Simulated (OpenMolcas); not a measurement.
W5+ (d1) among equal point charges was computed by CASSCF with the d shell active (OpenMolcas, ANO-RCC-VDZP on the metal). Its lowest spin-free states, and all those of the highest spin:

| 2S+1 | Degeneracy | E (cm-1) |
| --- | --- | --- |
| 2 | 2 | 0.0 |
| 2 | 1 | 3263 |
| 2 | 1 | 3636 |
| 2 | 1 | 10820 |

Q: Is the site octahedral, tetrahedral or cube-like, axial, or of lower symmetry?

A: The states with 2S+1 = 2 have orbital degeneracies 2, 1, 1, 1. There are pairs but no triples, so the site is axial: not cubic, but with a proper or improper axis of order three or more. The run had W5+ among 5 point charges of -1 e arranged as a square pyramid (C4v), 1.96 Å from the ion, with the axial distance 1.823 Å.

An orbital doublet at a regular site is open to a Jahn-Teller distortion, which this geometry leaves out. Point charges carry no covalency, so the field is a model and not that of real ligands. An unlabelled pair can be two single states that coincide in this model. No measured value stands beside these numbers.
